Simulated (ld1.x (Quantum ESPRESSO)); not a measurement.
# u(r) = r·R(r): atom against pseudo-atom (zirconium)

Columns: radius, all-electron u(r) and pseudo u(r) of the 4d shell (level -3.60 eV) of zirconium in the configuration [Ar] 3d10 4s2 4p6 4d2 5s2 5p0; PBE, scalar-relativistic, TM scheme, ld1.x (Quantum ESPRESSO) 7.5.

```tsv
r (bohr)	all-electron	pseudo
0.103	0.1015	-0.0013
0.205	0.2604	-0.0101
0.308	0.2987	-0.0328
0.410	0.2271	-0.0726
0.513	0.0973	-0.1308
0.615	-0.0489	-0.2036
0.718	-0.1917	-0.2869
0.820	-0.3173	-0.3725
0.923	-0.4242	-0.4548
1.025	-0.5092	-0.5266
1.128	-0.5749	-0.5857
1.230	-0.6221	-0.6295
1.332	-0.6540	-0.6592
1.435	-0.6733	-0.6767
1.538	-0.6820	-0.6840
1.640	-0.6826	-0.6834
1.743	-0.6767	-0.6770
1.845	-0.6661	-0.6662
1.948	-0.6518	-0.6518
2.050	-0.6351	-0.6351
2.153	-0.6164	-0.6164
2.255	-0.5967	-0.5967
2.358	-0.5762	-0.5762
2.460	-0.5555	-0.5555
2.562	-0.5348	-0.5348
2.665	-0.5141	-0.5141
```

(1) How many radial nodes do the two functions have?

(2) At about which radius was the pseudo-wave matched?

(3) Is the pseudo-wave norm-conserving?

## Answers

(1) The all-electron 4d function has n − l − 1 = 1; the pseudo-wave has 0, since the states of the same l below it are removed with the core.

(2) 2.05 bohr. The columns agree to 0.0005 from 1.74 bohr on; several derivatives are matched, so the curves merge somewhat inside the radius.

(3) Yes: the TM scheme keeps the norm inside the radius equal to the all-electron one, which fixes the energy derivative of the logarithmic derivative at the level.
